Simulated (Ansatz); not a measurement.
Geometry optimisation, Ansatz 0.2.0, RKS B3LYP-D4/def2-SVP.

input.yaml

```yaml
crystal:
  periodic: [false, false, false]
  atoms:
    - { symbol: Si, position_ang: [-0.4074, -0.3768, 1.3325] }
    - { symbol: O, position_ang: [-0.0257, -0.5197, -0.6925] }
    - { symbol: C, position_ang: [-0.2318, 0.548, -1.5627] }
    - { symbol: "N", position_ang: [1.225, -0.644, 1.283] }
    - { symbol: H, position_ang: [1.0712, -0.6805, -0.0515] }
    - { symbol: H, position_ang: [-1.5423, -1.2648, 1.4739] }
    - { symbol: Cl, position_ang: [-1.0692, 1.4947, 1.6818] }
    - { symbol: H, position_ang: [0.2444, 1.4652, -1.202] }
    - { symbol: H, position_ang: [-1.3044, 0.7302, -1.6667] }
    - { symbol: H, position_ang: [0.1793, 0.2961, -2.5441] }
    - { symbol: H, position_ang: [1.8609, -1.0483, 1.9483] }
basis:
  gaussian: { orbitals: def2-SVP }
hamiltonian:
  xc: b3lyp
  dispersion: d4
relax:
  f_tol: 0.15
  max_steps: 25
  restrain:
    - { distance: [4, 1], at: 0.97, k: 30.0 }
    - { distance: [0, 1], at: 3.07, k: 30.0 }
    - { distance: [4, 3], at: 2.32, k: 30.0 }
output:
  orbitals: {}
```

Command:

```bash
$ ansatz run input.yaml --threads 2 --pin off --max-ram 3072MiB --backend cpu --events-out ev --progress --plain --runs-dir out
```

Problem. Where does it end, and by what steps?

Solution. The run converged. The restraints hold the end off the free minimum. After 12 steps the energy has risen by 0.335 eV (the restraints' own energy left out); H6 moved furthest, 0.95 Å. Parted: Si1–O2. Joined: O2–H5.

```
step  energy less start (eV)  largest force component (eV/Å)  accepted
   0                  0.0000                           2.861       yes
   1                  0.8372                           4.067       yes
   2                  0.8825                           3.159       yes
   3                  0.8140                           1.520       yes
   4                  0.5217                           1.009       yes
   5                  0.4542                           0.545       yes
   6                  0.4195                           0.469       yes
   7                  0.3880                           0.420       yes
   8                  0.3683                           0.361       yes
   9                  0.3583                           0.276       yes
  10                  0.3511                           0.571       yes
  11                  0.3418                           0.275       yes
  12                  0.3352                           0.269       yes
```

```xyz
11
Properties=species:S:1:pos:R:3
Si -0.322 -0.377 1.931
O -0.087 -0.625 -1.111
C -0.155 0.600 -1.808
N 1.252 -0.513 1.674
H 0.729 -0.625 -0.583
H -1.360 -1.326 2.405
Cl -1.200 1.448 1.662
H -0.082 1.481 -1.145
H -1.132 0.649 -2.316
H 0.631 0.681 -2.583
H 1.726 -1.394 1.874
```

Whether the end is a true minimum wasn't checked by a vibrational analysis.

Run time: 42 s on 2 threads of Arm Neoverse V2, with other jobs on the host, peak memory 0.24 GiB.
